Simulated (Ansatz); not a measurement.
Start from `C[SiH2]BCCl` and change one atom or group to get `B[SiH2]C`.

Ansatz, PBE0-D4/def2-TZVP geometries, multiplicity 1. Each molecule was computed in one conformer, which needn't be the lowest.

```json
{"property": "HOMO energy (ωB97M-V/def2-TZVPP) / eV", "`C[SiH2]BCCl`": "-9.91"}
{"property": "size of the dipole moment (B3LYP/def2-TZVPP) / D", "`C[SiH2]BCCl`": "2.10"}
{"property": "HOMO energy (PBE/def2-TZVPP) / eV", "`C[SiH2]BCCl`": "-6.50"}
{"property": "size of the dipole moment (PBE/def2-TZVPP) / D", "`C[SiH2]BCCl`": "2.16"}
{"property": "LUMO energy (PBE/def2-TZVPP) / eV", "`C[SiH2]BCCl`": "-1.89"}
{"property": "HOMO energy (PBE0/def2-TZVPP) / eV", "`C[SiH2]BCCl`": "-7.74"}
```

**Question.** What does the change do to each property? (Estimate.)

**Answer.** Ansatz gave: 
| property | `B[SiH2]C` | shift |
| --- | --- | --- |
| HOMO energy (ωB97M-V/def2-TZVPP) / eV | -10.28 | -0.37 |
| size of the dipole moment (B3LYP/def2-TZVPP) / D | 0.72 | -1.38 |
| HOMO energy (PBE/def2-TZVPP) / eV | -6.88 | -0.38 |
| size of the dipole moment (PBE/def2-TZVPP) / D | 0.75 | -1.41 |
| LUMO energy (PBE/def2-TZVPP) / eV | -3.32 | -1.43 |
| HOMO energy (PBE0/def2-TZVPP) / eV | -8.10 | -0.36 |

With PBE0 the HOMO falls by 0.36 eV and the LUMO falls by 1.40 eV, so the gap narrows by about 1.04 eV. PBE moves the HOMO by -0.38 eV and ωB97M-V by -0.37 eV. Dipoles are sizes alone; their direction can turn.

B3LYP here is the variant with VWN-RPA as its local correlation; programs differ in this.
